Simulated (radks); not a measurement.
Neutral argon inside a hard spherical wall (all orbitals vanish at R), configuration held at [Ar] and not refilled when levels cross. All-electron calculation, non-relativistic Kohn-Sham, PBEsol, spin-unpolarised, spherical densities, point nucleus. Program: a radial shooting solver on a logarithmic mesh with Libxc functionals. Eigenvalues in eV, with the zero of energy where the potential of the charges vanishes at infinity; a dash marks a level that is unbound or too diffuse for the functional's potential to be trusted. A positive occupied level is held by the wall or, in an anion where self-interaction has pushed it up, behind a barrier. The pressure on the wall is -dE/dV.

R (bohr)  E (hartree)  kinetic (hartree)    e(2s)    e(2p)    e(3s)    e(3p)  e(4s, empty)  e(4p, empty)  pressure (GPa)
free       -526.60663            525.913  -294.19  -229.54  -23.975  -10.249             -             -               0
15         -526.60663            525.913  -294.19  -229.54  -23.975  -10.249             -             -        < 0.0001
7          -526.60608            525.919  -294.15  -229.49  -23.940  -10.215         1.805         4.594          0.0455
5          -526.58848            526.054  -293.41  -228.75  -23.401   -9.659         7.198        12.187            3.02
3.5        -526.32279            527.520  -287.97  -223.24  -19.683   -5.546        27.061        35.628             104
3          -525.85122            529.672  -281.78  -216.94  -15.356   -0.626        46.506        56.645             394
2          -520.26057            548.661  -245.00  -179.15   17.783   36.014        172.99        183.20            8530
1.5        -505.03863            589.437  -195.03  -126.82   90.483   110.76        401.16        398.01           59100
